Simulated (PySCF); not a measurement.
hydrogen telluride (H₂Te), SMILES [TeH2]. Atoms are numbered in the order given.

```xyz
3

Te     0.0000     0.0000     0.0439
H      0.0000    -1.1788    -1.1407
H      0.0000     1.1788    -1.1407
```

Geometry optimised at PBE-D3(BJ)/def2-TZVPD. The def2 effective core potentials stand for the cores of Te; spin–orbit coupling is left out.

Level of theory: PySCF with r2SCAN/def2-TZVPD.

Mulliken values depend strongly on the basis, most of all with diffuse functions as here. ESP charges are fitted to the potential on shells at 1.4 to 2.0 van der Waals radii. Atomic charges (e):

```json
[
 {"atom": "Te1", "Mulliken": "-0.14", "ESP fit": "-0.11"},
 {"atom": "H2", "Mulliken": "0.07", "ESP fit": "0.05"},
 {"atom": "H3", "Mulliken": "0.07", "ESP fit": "0.05"}
]
```
